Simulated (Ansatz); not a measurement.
Reactions of C$_{2}$H$_{6}$S$_{2}$ (`CSSC`).

Computed with Ansatz on PBE0-D4/def2-TZVP structures; ΔE is electronic, products minus reactants. CCSD(T)/CBS is the MP2 limit (def2-TZVPP, def2-QZVPP) plus CCSD(T) − MP2 in def2-TZVPP, frozen cores. This one scheme is used for every species. No spin–orbit coupling; open shells (•) take unrestricted orbitals. For Br outer-core shells are correlated without core-valence functions, which leaves a few kJ/mol of doubt a bond. Scalar relativity is left out up to krypton. One conformer a species, not always the lowest.

**Question.** Order these by ΔE at CCSD(T)/CBS, lowest first. (Estimate.)
A. `CSSC` + `[CH3]`• → `[CH2]SSC`• + CH₄
B. `CSSC` → `[CH3]`• + `CS[S]`•
C. `CSSC` → `SCCS`
D. `CSSC` + `ClCCl` → `CC(Cl)Cl` + `CSS`
E. `CSSC` → `[CH2]` (triplet) + `CSS`
F. `CSSC` + `[SiH3]`• → `[CH2]SSC`• + SiH₄
G. `CSSC` → `CCSS`
H. `CSSC` + `O[SiH](O)Br` → `CO[SiH](O)Br` + `CSS`

**Answer.** A (-0.40 eV), D (-0.16 eV), G (-0.04 eV), C (+0.19 eV), F (+0.27 eV), H (+0.60 eV), B (+2.75 eV), E (+4.54 eV).

Largest T1 diagnostic: 0.022, for `CS[S]`•.
